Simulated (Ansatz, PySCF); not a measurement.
Species: SF, charge 0, multiplicity 2. SMILES: F[S]
Geometry: optimised at B3LYP-D3(BJ)/def2-TZVP (Ansatz, an electronic-structure program).

B3LYP/6-31G* beside other levels, property by property. Set-up: spin-orbit terms left out; atomisation electronic, to ground-state atoms; non-relativistic; each state is the SCF solution reached for its charge and spin; open shells spin-unrestricted; valence correlation only; 6-31G* and kin with 6d, 5d where marked. Basis-set limits of correlation are two-point, X^-3; Hartree-Fock from the larger set (for Q and 5 zeta extrapolated as (X+1)exp(-9√X)). Ab initio and DFT rows: single points at B3LYP-D3(BJ) geometries (Ansatz), with unscaled harmonic terms from B3LYP/6-31G* at its own minima, enthalpies of formation by atomisation with measured atoms. Anions need diffuse functions, which STO-3G, LANL2DZ, def2-SVP, cc-pVDZ and Pople sets without + lack.

Coupled cluster (Ansatz) is a level with limits of its own, used here on species with T1 under 0.025 (0.045 for open shells) and stable references: (a) CCSD(T)/CBS(aug-cc-pV(T+d)Z,aug-cc-pV(Q+d)Z); (b) CCSD(T)/CBS(cc-pV(Q+d)Z,cc-pV(5+d)Z).

| property | B3LYP/6-31G* (Ansatz) | B3LYP/STO-3G (Ansatz) | M06-2X/6-31G* (5d) (PySCF) | B3LYP/def2-TZVPD (Ansatz) | to compare with |
|---|---|---|---|---|---|
| vertical ionisation energy to the triplet (eV) | 10.16 | 6.88 | 10.27 | 10.36 | 10.36 coupled cluster (a) |
| vertical electron affinity to the singlet (eV) | 1.47 | -4.83 | 1.65 | 2.14 | 2.20 coupled cluster (a) |
| atomisation energy (kcal/mol) | 80.4 | 85.9 | 80.1 | 85.2 | 84.7 coupled cluster (b) |
| enthalpy of formation at 298 K (kcal/mol) | 5.0 | -0.5 | 5.2 | 0.2 | 0.6 coupled cluster (b) |

As the rows show:
- vertical ionisation energy to the triplet: B3LYP/6-31G* lies 0.20 eV below coupled cluster.
- vertical electron affinity to the singlet: B3LYP/6-31G* lies 0.73 eV below coupled cluster.
- atomisation energy: B3LYP/6-31G* lies 4.3 kcal/mol below coupled cluster.
- enthalpy of formation at 298 K: B3LYP/6-31G* lies 4.4 kcal/mol above coupled cluster.

The properties are those with a value to compare with, at most eight drawn at random. No case is left out for the size of its miss. Left out are saddle points of the reference geometry, anions that the best level run finds unbound, excited spin states, species near biochemistry, cases with under five habitual levels, runs that failed or whose electronic state is in doubt, and table entries that another table contradicts.
